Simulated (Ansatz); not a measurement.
Ansatz (an electronic-structure program) input (CCSD(T)/6-31G):

Ansatz 0.2 input:
```yaml
crystal:
  periodic: [false, false, false]
  atoms:
    - {symbol: O, position_ang: [0.81304685, 0.72050434, -1.04385491]}
    - {symbol: B, position_ang: [0.76373076, -0.03928138, -0.01959708]}
    - {symbol: O, position_ang: [1.50716712, -0.74769880, 0.86066926]}
    - {symbol: Si, position_ang: [-1.37953648, 0.06297649, 0.04610440]}
    - {symbol: H, position_ang: [2.45750409, -0.69111521, 0.69475895]}
    - {symbol: H, position_ang: [-1.77530445, 1.47005849, 0.24135934]}
    - {symbol: H, position_ang: [-1.83586200, -0.76237301, 1.19688091]}
    - {symbol: H, position_ang: [-1.91319238, -0.48427859, -1.21499027]}
basis:
  gaussian:
    orbitals: 6-31G
magnetization: {spin_polarized: true, initial_magnetization: 1}
correlation: {method: ccsd_t, electrons: outside_noble_gas}
```

Output:

```
Functional definition: HF
integrals: 0.03 GiB planned
544 factors; integrals over basis functions are off by at most 2.5e-4 eV
0.34 GiB of device memory are held for the factors and their scratch space
mean field: 0.13 GiB planned
mean field evaluation 1: about -12663.6199 eV, gradient 3.1e1 eV
mean field evaluation 2: about -12663.6292 eV, gradient 3.1e1 eV
mean field evaluation 4: about -12668.1298 eV, gradient 3.3e0 eV
mean field evaluation 8: about -12668.5213 eV, gradient 3.5e-1 eV
mean field evaluation 16: about -12668.5276 eV, gradient 2.3e-6 eV
mean field evaluation 32: about -12663.2311 eV, gradient 9.9e0 eV
mean field evaluation 64: about -12662.6947 eV, gradient 1.5e0 eV
mean field -12668.52762186 eV, -465.5598030670 hartree, gradient 2.3e-6 eV, S^2 0.774085; 1 other end points of the search recorded, 0 dependent functions left out
determinant -12668.52762186 eV, -465.5598030670 hartree, with singles and doubles -12678.64602316 eV, -465.9316474561 hartree
determinant -12666.37903347 eV, -465.4808438998 hartree, with singles and doubles -12675.85256971 eV, -465.8289899352 hartree
8 core orbitals not correlated
reference -12668.52762186 eV, -465.5598030670 hartree; 12, 11 occupied and 28, 29 virtual orbitals, 544 factors
second order -9.16311166 eV of doubles, -0.00000000 eV of singles
coupled cluster: 0.21 GiB planned
cycle   1  -10.11920998 eV  change   -8.1e-4 eV  update   2.7e-3
cycle   2  -10.12044251 eV  change   -1.2e-3 eV  update   1.8e-3
cycle   3  -10.12074471 eV  change   -3.0e-4 eV  update   1.0e-3
cycle   4  -10.12085299 eV  change   -1.1e-4 eV  update   4.4e-4
cycle   5  -10.12177962 eV  change   -9.3e-4 eV  update   1.5e-4
cycle   6  -10.12206876 eV  change   -2.9e-4 eV  update   5.1e-5
cycle   7  -10.12207341 eV  change   -4.7e-6 eV  update   2.0e-5
perturbative correction -0.24447928 eV, -0.0089844477 hartree
Total energy: -12678.89417455 eV, -465.9407668517 hartree
```

It need not be the lowest isomer of its formula.
